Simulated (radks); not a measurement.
Task: Sn4+, 46 electrons, occupied as [Kr] 4d10. Method: Dirac Kohn-Sham, LB94 model potential, spin-unpolarised, spherical densities, finite nucleus; Fermi nuclear charge, rms radius 4.6519 fm; computed with a radial shooting solver on a logarithmic mesh with Libxc functionals. Some entries of the table are withheld. Estimate them.

orbital  occ.  eigenvalue (eV)  r(max) (bohr)  <1/r> (bohr^-1)
1s1/2       2        -29186.35        0.01877            53.14
2s1/2       2        -4462.594         0.1061              (1)
2p1/2       2        -4177.804        0.08162            12.33
2p3/2       4        -3944.538        0.08619            11.48
3s1/2       2        -909.3871         0.3080            4.343
3p1/2       2        -792.3523            (2)            4.262
3p3/2       4        -749.9969            (3)            4.054
3d3/2       4        -542.1274         0.2488            3.912
3d5/2       6        -533.3072         0.2519            3.858
4s1/2       2        -185.3086         0.7432            1.712
4p1/2       2        -146.5738         0.7693            1.596
4p3/2       4        -138.8633         0.7953            1.524
4d3/2       4         -78.0479            (4)            1.248
4d5/2       6         -76.9569            (5)            1.230

Result: 
(1) 2s1/2 <1/r> (bohr^-1): 12.33
(2) 3p1/2 r(max) (bohr): 0.2942
(3) 3p3/2 r(max) (bohr): 0.3046
(4) 4d3/2 r(max) (bohr): 0.8817
(5) 4d5/2 r(max) (bohr): 0.8919
